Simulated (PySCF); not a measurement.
W(O)2(OH)2 (H2O4W), SMILES [O]=[W](=[O])([OH])[OH], multiplicity 1.

Coordinates come from a PBE0-D3(BJ)/def2-SVP optimisation. The geometry has at least one imaginary mode, so it is a saddle point at that level. The multiplicity is an assumed one; no other spin state was optimised. The isomer is the one that the SMILES or the coordinates give; other isomers of the formula were not compared. The def2 effective core potentials stand for the cores of W; spin–orbit coupling is left out. One conformer was computed; it need not be the lowest.

Computed with PySCF with r2SCAN/def2-TZVP.

Q: Estimate the frontier levels, gap, dipole moment and polarisability. (Estimate from the structure and the level; the computed values follow.)

A: 
The highest occupied level is -7.55 eV, the lowest empty level is -2.30 eV and the orbital gap is 5.24 eV. The dipole moment comes out as 2.19 D and the quadrupole, principal values (traceless, Buckingham form, about the centre of nuclear charge) comes out as -10.23, -9.89, 20.11 D·Å. The mean static polarisability is 48.1 bohr³ (7.13 Å³) and the polarisability, principal values is 46.2, 47.3, 50.9 bohr³.
